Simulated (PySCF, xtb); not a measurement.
chloro(difluoro)methane (CHClF2), SMILES C(F)(Cl)F.

GFN2-xTB run with xtb 6.7.1 at its own geometry gives an orbital gap of 7.01 eV and a dipole moment of 1.82 D.

The structure is a stationary point at PBE0-D3(BJ)/def2-SVP.

### Question
What does PySCF with r2SCAN/def2-TZVPD give? (The exact figures need the calculation; the answer reports its results.)

### Answer
gap 7.81 eV (levels -8.48 and -0.67 eV), dipole 1.36 D.
